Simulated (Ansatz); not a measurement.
`C[SiH2][Se]C#N` → `N=C=C([SiH3])[SeH]`  (isomerisation)

Isolated molecules relaxed with PBE0-D4/def2-TZVP in Ansatz; ΔE leaves out vibrations. CCSD(T)/CBS adds triple-zeta CCSD(T) − MP2 to the extrapolated MP2 energy (def2 sets, frozen cores). DFT in def2-TZVPP. For Se outer-core shells are correlated without core-valence functions, which leaves a few kJ/mol of doubt a bond. Scalar relativity is left out up to krypton. Each species was taken in one conformer, which may not be the lowest.

`C[SiH2][Se]C#N`:

```xyz
10

C    -1.102    0.763   -0.024
Si   -0.358   -0.873   -0.484
Se    1.905   -0.639   -0.938
C     2.241    0.133    0.687
N     2.449    0.629    1.709
H    -0.998    1.482   -0.838
H    -0.607    1.165    0.863
H    -2.165    0.638    0.201
H    -0.864   -1.418   -1.768
H    -0.501   -1.881    0.593
```

`N=C=C([SiH3])[SeH]`:

```xyz
10

N    -0.168   -2.556    0.263
C    -0.211   -1.377   -0.018
C    -0.137   -0.126   -0.395
Si    0.960    1.121    0.418
Se   -1.163    0.376   -1.940
H    -0.817   -2.916    0.956
H     1.959    1.630   -0.556
H     1.651    0.489    1.574
H     0.139    2.265    0.895
H    -2.214    1.095   -1.197
```

| level | ΔE (kJ/mol) |
| --- | --- |
| PBE-D4 | 149.5 |
| r2SCAN-D4 | 156.0 |
| MP2/def2-TZVPP | 187.3 |
| MP2/CBS(def2) | 188.4 |

Q: What does CCSD(T)/CBS give? (An estimate is asked.)

A: Computed: +179.9 kJ/mol. The listed levels differ from it by -30.4, -23.9, 7.4, 8.5 kJ/mol.

Largest T1 diagnostic among the species: 0.013.

From PBE to PBE0 (25 % exact exchange), in def2-TZVPP and without D4, ΔE moves by +7.5 kJ/mol.
